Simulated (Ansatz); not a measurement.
Relaxation of F4GeH2O (8 atoms, charge 0, multiplicity 1), to a largest force component of 0.03 eV/Å in at most 50 steps.

All numbers below come from RKS PBE0-D4/def2-SVP (Ansatz 0.2.0).

```xyz
8
Properties=species:S:1:pos:R:3
Ge -0.448 -0.141 -0.399
F -0.088 0.860 2.271
F 1.069 -0.771 0.041
F -0.329 1.540 -0.633
F -0.846 -0.828 -1.918
O -1.731 -0.590 0.712
H -2.402 -1.139 0.286
H -0.887 0.439 2.470
```

Q: Where does it end, and by what steps?

A: The forces met the threshold. After 6 steps the energy has fallen by 0.087 eV; H8 moved furthest, 0.33 Å.

```csv
step,energy less start (eV),largest force component (eV/Å),accepted
0,0.0000,0.391,yes
1,-0.0606,0.291,yes
2,-0.0748,0.414,yes
3,-0.0849,0.106,yes
4,-0.0867,0.065,yes
5,-0.0864,0.248,no
6,-0.0872,0.018,yes
```

```xyz
8
Properties=species:S:1:pos:R:3
Ge -0.417 -0.085 -0.273
F -0.125 0.769 2.032
F 1.102 -0.755 0.099
F -0.317 1.584 -0.587
F -0.857 -0.794 -1.776
O -1.723 -0.561 0.800
H -2.391 -1.105 0.364
H -0.934 0.317 2.171
```

Whether the end is a true minimum wasn't checked by a vibrational analysis.

Time of the run: 50 s on 4 threads of AMD EPYC 7R43 64-Core Processor (Zen 3) (shared host), peak memory 0.27 GiB.
